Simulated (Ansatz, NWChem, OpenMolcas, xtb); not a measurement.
## Redistribution: C2H5F + CH2I2 → CH2FI + C2H5I

Species: C2H5F `CCF`, singlet; CH2I2 (diiodomethane) `ICI`, singlet; CH2FI (fluoroiodomethane) `FCI`, singlet; C2H5I `CCI`, singlet. The partners trade CH3 for I; both sit on C, so the bond types are kept.

Shapes, held fixed at every level: PBE0-D4/def2-TZVP. Programs: Ansatz 0.2.0, NWChem 7.3.0, OpenMolcas 26.06, xtb 6.7.1. A level may come from different programs for different species; with the same settings they agree closely. The zero-point and thermal change to 298 K, harmonic and unscaled (PBE0-D4/def2-TZVP), is +0.5 kJ/mol.

**Question.** Estimate ΔH(298 K) of this reaction.

**Answer.** The highest level, CCSD(T)/def2-TZVPP, gives ΔH(298 K) = +1.1 kJ/mol; the levels span -4.9 to +4.0. That is about zero within the method's error. They disagree on the sign: 7 of 9 are positive. The column of differences is taken from that level and isn't an error. No measured value is set beside it here. For atoms past krypton def2 sets carry core potentials with scalar relativity. Correlated rows may include outer-core shells of I, which these sets cover unevenly.

```
              level                    kind  ΔH(298 K) (kJ/mol)  less CCSD(T)/def2-TZVPP
           GFN1-xTB          semi-empirical                +1.3                     +0.2
   SPW92/def2-TZVPP                     LDA                -4.9                     -6.0
      PBE0/def2-SVP           global hybrid                -2.4                     -3.5
BHLYP-D4/def2-TZVPP           global hybrid                +2.7                     +1.6
 wB97M-V/def2-TZVPP  range-separated hybrid                +0.3                     -0.8
       MP2/def2-SVP     perturbation theory                +2.5                     +1.4
     MP2/def2-TZVPP     perturbation theory                +4.0                     +2.9
    CCSD/def2-TZVPP   coupled cluster or CI                +1.7                     +0.6
 CCSD(T)/def2-TZVPP   coupled cluster or CI                +1.1                      0.0
```
